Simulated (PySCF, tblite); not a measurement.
Isomers of C6H9SSi (doublet state). Calculated harmonic vibrations of the isolated species, GFN2-xTB (tblite), most abundant isotopes, no scaling. Against measured fundamentals such values can be off by several per cent, at times by over 20. Modes of hydrogen on silicon can be 10 to 20 % off. One conformer each. Open shells enter through the occupations alone, without spin polarisation, and single modes of such species can be off by tens of per cent.

Electronic energies: B3LYP/pcH-1 single points on the GFN2-xTB geometries (PySCF, gas phase).

| SMILES | electronic energy, lowest = 0 (kcal/mol) |
| --- | --- |
| [SiH3]S[C@]12[C@@H]3[CH][C@H]1C[C@@H]32 | 67.6 |
| [SiH2]S[C@@]12[C@H]3C[C@@H]1[C@@H]2C3 | 52.3 |
| [CH2]c1ccc(C[SiH3])s1 | 0.0 |

**Question.** How do GFN2-xTB zero-point energies change the relative energies?

**Answer.** 
```
                                 SMILES  ZPE (kcal/mol)  of it from modes above 1550 cm⁻¹  electronic (kcal/mol)  with ZPE, lowest = 0 (kcal/mol)  lowest mode (cm⁻¹)  rings
                  [CH2]c1ccc(C[SiH3])s1            75.8                              36.2                    0.0                              0.0                  43      1
  [SiH2]S[C@@]12[C@H]3C[C@@H]1[C@@H]2C3            80.5                              37.0                   52.3                             57.1                  35      3
[SiH3]S[C@]12[C@@H]3[CH][C@H]1C[C@@H]32            77.2                              36.3                   67.6                             69.1                  40      3
```

The zero-point energies span 4.7 kcal/mol, from `[CH2]c1ccc(C[SiH3])s1` to `[SiH2]S[C@@]12[C@H]3C[C@@H]1[C@@H]2C3`. The order is unchanged.

**Question.** And how do the electronic energies of GFN2-xTB itself compare?

**Answer.** `[CH2]c1ccc(C[SiH3])s1` 0.0; `[SiH2]S[C@@]12[C@H]3C[C@@H]1[C@@H]2C3` 20.4; `[SiH3]S[C@]12[C@@H]3[CH][C@H]1C[C@@H]32` 33.1 kcal/mol, lowest = 0. Against the energies above, taken from the same isomer `[CH2]c1ccc(C[SiH3])s1`, the largest difference is 34.5 kcal/mol.

**Question.** What do entropy and thermal enthalpy add at 298.15 K and 1 bar (rigid rotor, harmonic oscillator, one conformer each)?

**Answer.** 
```json
{"SMILES": "[CH2]c1ccc(C[SiH3])s1", "point group": "C1", "symmetry number": "1", "S (cal/(mol K))": "98.1", "H − H(0) (kcal/mol)": "6.66", "ZPE + H − H(0) − TS (kcal/mol)": "53.2"}
{"SMILES": "[SiH2]S[C@@]12[C@H]3C[C@@H]1[C@@H]2C3", "point group": "C1", "symmetry number": "1", "S (cal/(mol K))": "94.2", "H − H(0) (kcal/mol)": "5.96", "ZPE + H − H(0) − TS (kcal/mol)": "58.4"}
{"SMILES": "[SiH3]S[C@]12[C@@H]3[CH][C@H]1C[C@@H]32", "point group": "C1", "symmetry number": "1", "S (cal/(mol K))": "95.1", "H − H(0) (kcal/mol)": "6.20", "ZPE + H − H(0) − TS (kcal/mol)": "55.1"}
```

S holds R ln(2S + 1) for the spin.
